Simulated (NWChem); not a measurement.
## Total energies of diiodomethane (CH$_{2}$I$_{2}$)

```xyz
5

I      1.8391     0.0000     0.0908
C      0.0000     0.0000    -1.0490
I     -1.8391     0.0000     0.0908
H      0.0000     0.9046    -1.6634
H      0.0000    -0.9046    -1.6634
```
Charge 0, spin multiplicity 1.

All runs are NWChem calculations. The geometry was optimised at B3LYP/def2-SVP with def2 effective core potentials on I, a minimum by its harmonic frequencies.

Basis set: def2-SVP (76 functions).

| method | total energy (Ha) |
|---|---|
| RHF | -632.28733 |
| MP2 | -632.67248 |
| B2PLYP | -634.05449 |
| PBE | -634.58831 |
| B3LYP | -634.85595 |
| M06-2X | -634.48929 |
| CCSD(T) | -632.70953 |

Total energies of different functionals aren't comparable as a measure of quality: only differences taken within one method are. 

Effective core potentials replace the inner electrons of I; spin-orbit coupling is left out. The correlated methods keep 9 core orbitals frozen. B3LYP has NWChem's definition, with VWN1-RPA local correlation. Coupled-cluster values serve here as a point of comparison, not as the truth.
